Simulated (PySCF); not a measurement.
CHO$_{3}$, charge -1, singlet, at a GFN2-xTB geometry (in this run its highest filled SCF level lies above zero, so its values depend strongly on the basis, on diffuse functions most of all); DF-BLYP/cc-pVTZ (PySCF).

Here is a job for PySCF.
```python
from pyscf import gto, scf, dft

mol = gto.Mole()
mol.atom = '''
    O     1.133934   -0.595474    0.060069
    C    -0.172049    0.046248   -0.010546
    O    -0.117490    1.273465    0.033117
    O    -1.108087   -0.728969   -0.101257
    H     1.765446    0.130336    0.127853
'''
mol.basis = 'cc-pvtz'
mol.charge = -1
mol.spin = 0
mol.verbose = 4
mol.build()

mf = dft.RKS(mol)
mf.xc = 'blyp'
mf.grids.level = 0
mf = mf.density_fit(auxbasis='def2-universal-jkfit')
mf.kernel()
mf.analyze()
```

What the program printed (banner, timings and long lists left out):

```
PySCF version 2.14.0

[INPUT] verbose = 4
[INPUT] num. atoms = 5
[INPUT] num. electrons = 32
[INPUT] charge = -1
[INPUT] spin (= nelec alpha-beta = 2S) = 0
[INPUT] symmetry False subgroup None
[INPUT] Mole.unit = angstrom
[INPUT] Symbol           X                Y                Z      unit          X                Y                Z       unit  Magmom
[INPUT]  1 O      1.133934000000  -0.595474000000   0.060069000000 AA    2.142824703333  -1.125282774299   0.113513958576 Bohr   0.0
[INPUT]  2 C     -0.172049000000   0.046248000000  -0.010546000000 AA   -0.325125490005   0.087396053809  -0.019929051710 Bohr   0.0
[INPUT]  3 O     -0.117490000000   1.273465000000   0.033117000000 AA   -0.222023922375   2.406500079219   0.062582060067 Bohr   0.0
[INPUT]  4 O     -1.108087000000  -0.728969000000  -0.101257000000 AA   -2.093980952191  -1.377551763298  -0.191347998195 Bohr   0.0
[INPUT]  5 H      1.765446000000   0.130336000000   0.127853000000 AA    3.336209427709   0.246299344171   0.241607154204 Bohr   0.0

nuclear repulsion = 113.519557744197
number of shells = 42
number of NR pGTOs = 184
number of NR cGTOs = 134
basis = cc-pvtz
ecp = {}

******** <class 'pyscf.df.df_jk.DFRKS'> ********
method = DFRKS
initial guess = minao
damping factor = 0
level_shift factor = 0
DIIS = <class 'pyscf.scf.diis.CDIIS'>
diis_start_cycle = 1
diis_space = 8
diis_damp = 0
SCF conv_tol = 1e-09
SCF conv_tol_grad = None
SCF max_cycles = 50
direct_scf = False
XC library pyscf.dft.libxc version 7.1.2
    S. Lehtola, C. Steigemann, M. J. T. Oliveira, and M. A. L. Marques,  SoftwareX 7, 1–5 (2018)
XC functionals = blyp
    A. D. Becke,  Phys. Rev. A 38, 3098 (1988)
    C. Lee, W. Yang, and R. G. Parr,  Phys. Rev. B 37, 785 (1988)
    B. Miehlich, A. Savin, H. Stoll, and H. Preuss,  Chem. Phys. Lett. 157, 200 (1989)
radial grids:
    Treutler-Ahlrichs [JCP 102, 346 (1995); DOI:10.1063/1.469408] (M4) radial grids

becke partition: Becke, JCP 88, 2547 (1988); DOI:10.1063/1.454033
pruning grids: <function nwchem_prune>
grids dens level: 0
symmetrized grids: False
atomic radii adjust function: <function treutler_atomic_radii_adjust>
small_rho_cutoff = 0
Set gradient conv threshold to 3.16228e-05
Initial guess from minao.
tot grids = 4968
init E= -264.987304406262
  HOMO = -0.366694403317926  LUMO = -0.0399707858386833  gap/eV = 8.89060
cycle= 1 E= -264.185878459569  delta_E= 0.801  |g|= 1.43  |ddm|= 1.84
  HOMO = 0.235456465754888  LUMO = 0.242443395009534  gap/eV = 0.19012
cycle= 2 E= -262.366750185271  delta_E= 1.82  |g|= 3.09  |ddm|= 7.39
  HOMO = 0.0106248593314717  LUMO = 0.240400669181846  gap/eV = 6.25252
cycle= 3 E= -264.420150940782  delta_E= -2.05  |g|= 0.754  |ddm|= 7.14
  HOMO = 0.00901024418309504  LUMO = 0.213717092317385  gap/eV = 5.57036
cycle= 4 E= -264.525182170801  delta_E= -0.105  |g|= 0.214  |ddm|= 0.516
  HOMO = 0.0359648479368708  LUMO = 0.199278876862291  gap/eV = 4.44400
cycle= 5 E= -264.532585129378  delta_E= -0.0074  |g|= 0.059  |ddm|= 0.21
  HOMO = 0.0324385929449722  LUMO = 0.204480679132821  gap/eV = 4.68150
cycle= 6 E= -264.532874466954  delta_E= -0.000289  |g|= 0.0547  |ddm|= 0.0774
  HOMO = 0.0326003485194803  LUMO = 0.204554781699681  gap/eV = 4.67912
cycle= 7 E= -264.533385143436  delta_E= -0.000511  |g|= 0.0136  |ddm|= 0.0387
  HOMO = 0.0330669904629914  LUMO = 0.204603716157532  gap/eV = 4.66775
cycle= 8 E= -264.533415041024  delta_E= -2.99e-05  |g|= 0.00381  |ddm|= 0.0104
  HOMO = 0.0326447491031061  LUMO = 0.204384463831847  gap/eV = 4.67328
cycle= 9 E= -264.53341803444  delta_E= -2.99e-06  |g|= 0.000555  |ddm|= 0.00358
  HOMO = 0.0326956721597931  LUMO = 0.204374314711687  gap/eV = 4.67161
cycle= 10 E= -264.533418097031  delta_E= -6.26e-08  |g|= 5.8e-05  |ddm|= 0.000519
  HOMO = 0.0326901853219717  LUMO = 0.204375116989981  gap/eV = 4.67178
cycle= 11 E= -264.533418097666  delta_E= -6.35e-10  |g|= 1.16e-05  |ddm|= 4.52e-05
  HOMO = 0.032690085949918  LUMO = 0.204376903891093  gap/eV = 4.67184
Extra cycle  E= -264.533418097617  delta_E= 4.84e-11  |g|= 2.07e-05  |ddm|= 2.14e-05
converged SCF energy = -264.533418097617
**** SCF Summaries ****
Total Energy =                        -264.533418097617130
Nuclear Repulsion Energy =             113.519557744196661
One-electron Energy =                 -596.583089147355508
Two-electron Energy =                  218.530113305541732
Two-electron Coulomb Energy =          250.384402930681659
DFT Exchange-Correlation Energy =      -31.854289625139938
HOMO-LUMO gap [eV] =                     4.671836277542787
**** MO energy ****
MO #1   energy= -18.564350850558   occ= 2
MO #2   energy= -18.4994150424848  occ= 2
MO #3   energy= -18.4980613432781  occ= 2
MO #4   energy= -9.79587296539651  occ= 2
MO #5   energy= -0.757261673694451 occ= 2
MO #6   energy= -0.66782207062114  occ= 2
MO #7   energy= -0.64657791556025  occ= 2
MO #8   energy= -0.283317968677533 occ= 2
MO #9   energy= -0.177391846114281 occ= 2
MO #10  energy= -0.155788107582561 occ= 2
MO #11  energy= -0.154115311966488 occ= 2
MO #12  energy= -0.11589321552843  occ= 2
MO #13  energy= -0.0326877372823073 occ= 2
MO #14  energy= -0.00410045710714018 occ= 2
MO #15  energy= 0.00400754582363247 occ= 2
MO #16  energy= 0.032690085949918  occ= 2
MO #17  energy= 0.204376903891093  occ= 0
MO #18  energy= 0.279224918891158  occ= 0
MO #19  energy= 0.34659324256627   occ= 0
MO #20  energy= 0.433377888053323  occ= 0
MO #21  energy= 0.445410220409251  occ= 0
MO #22  energy= 0.480680438463246  occ= 0
MO #23  energy= 0.498979942406102  occ= 0
MO #24  energy= 0.548003492622595  occ= 0
 ** Mulliken pop on meta-lowdin orthogonal AOs  **
 ** Mulliken pop  **
 ** Mulliken atomic charges  **
charge of    0O =     -0.59629
charge of    1C =      0.57082
charge of    2O =     -0.64696
charge of    3O =     -0.61559
charge of    4H =      0.28802

WARN: System has nonzero charge -1; the dipole moment is origin-dependent.
Location of origin: [0. 0. 0.]

Dipole moment(X, Y, Z, Debye):  2.41171,  0.20338,  0.17551
```
